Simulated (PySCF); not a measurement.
Molecule: Al2(mu-NH2)2(Br)4, H₄Al₂Br₄N₂, singlet. Atoms near the plane z = 0.0 Å, at the CAM-B3LYP/def2-SVP optimised geometry (x, y, z in Å): Al1 (0.7, -1.2, 0.0), Al2 (-0.7, 1.2, 0.0), Br6 (-0.5, -3.2, 0.0), Br7 (3.0, -1.2, 0.0), Br11 (-3.0, 1.2, 0.0), Br12 (0.5, 3.2, 0.0).

Calculation: CAM-B3LYP/def2-TZVP run with PySCF. Cells within 0.4 Å of a nucleus heavier than hydrogen are left out (blank, or x). The values are rescaled to run from 0 to 1.

```
|5555555555555555555555555555555|
|5555555555555555555555555555555|
|5555555555555555555555555555555|
|5555555555555666654444555555555|
|5555555555556678754444455555555|
|5555544455556799742334445555555|
|5555444444556898xx0134445555555|
|5554444444456798xx0134445555555|
|5554433333456776410234445555555|
|5554432112345665422334455555555|
|5554431001345555433444555555555|
|5555544x32344x54444445555555555|
|555566xx54445xx4444555555555555|
|5556689887555555555555555555555|
|5556689987655555555556666655555|
|5555677876655555555566787765555|
|5555566666555555555567899866555|
|5555555655555555555567889866555|
|5555555555544444xx54455xx765555|
|55555555554444445x44323x4455555|
|5555555554443345555431001344555|
|5555555544332245665432112344555|
|5555555444320147776543333344555|
|5555555444310xx8976544444444555|
|5555555444310xx8986554444445555|
|5555555444322479976555544455555|
|5555555544444578766555555555555|
|5555555554444566665555555555555|
|5555555555555555555555555555555|
|5555555555555555555555555555555|
|5555555555555555555555555555555|
```
Scale: ten equal steps from 0.000 (start of '0') to 1.00 (end of '9'), in the order '0123456789'; x runs from -5.50 to 5.50, y from -5.50 (bottom) to 5.50 (top).

Task: Which quantity is mapped?
A. electrostatic potential
B. Laplacian of the electron density
C. an orbital amplitude
D. electron localisation function

Result: C, an orbital amplitude. In full: HOMO amplitude (bohr^(-3/2)).
